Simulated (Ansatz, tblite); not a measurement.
Removing and adding an electron: cyclo-(F2GeNH)3 (Ge3N3F6H3). The state is a singlet with charge 0. Geometry: PBE-D4/def2-SVP. Ansatz, gas phase; energy differences of separate SCF runs; the oxidised species was run as a doublet alone; the reduced species was run as a doublet alone.

```xyz
15

Ge    1.821    0.362    0.364
F     2.598    1.851    0.823
F     3.171   -0.737    0.321
N     0.605   -0.153    1.606
Ge   -1.156   -0.533    1.400
F    -2.136    0.453    2.449
F    -1.525   -2.133    1.980
N    -1.655   -0.341   -0.333
Ge   -0.665    0.171   -1.763
F    -1.368    1.550   -2.560
F    -0.729   -1.030   -3.023
N     1.044    0.519   -1.267
H     0.968   -0.259    2.558
H    -2.634   -0.569   -0.536
H     1.660    0.849   -2.017
```

The xTB rows come from tblite.

(1) Estimate orbital energies and vertical ionisation energies and electron affinities at: GFN1-xTB; GFN2-xTB; PBE-D4/def2-SVP; PBE0-D4/def2-SVP.

Answers

(1) 
```
           level  −HOMO (eV)  vertical IE (eV)  −LUMO (eV)  vertical EA (eV)  HOMO–LUMO gap (eV)  IE − EA (eV)                       remarks
        GFN1-xTB       12.29             14.84        7.39              4.95                4.89          9.89                             –
        GFN2-xTB       12.94             15.78        8.03              5.53                4.91         10.25                             –
 PBE-D4/def2-SVP        7.49                 –        2.58              0.31                4.91             –  HOMO above zero (-1 doublet)
PBE0-D4/def2-SVP        9.21             11.08        1.63              0.02                7.58         11.06  HOMO above zero (-1 doublet)
```

Run but left out: PBE-D4/def2-SVP (charge +1 doublet: an occupied level 0.15 eV above an empty one).   A HOMO above zero means that the electron is unbound at that level or that self-interaction error raises the level; the energy of removing that electron tells which. Raw xTB energy differences between charge states are shifted by several eV; the methods need an empirical correction for them. Sets without diffuse functions give affinities that are too small.
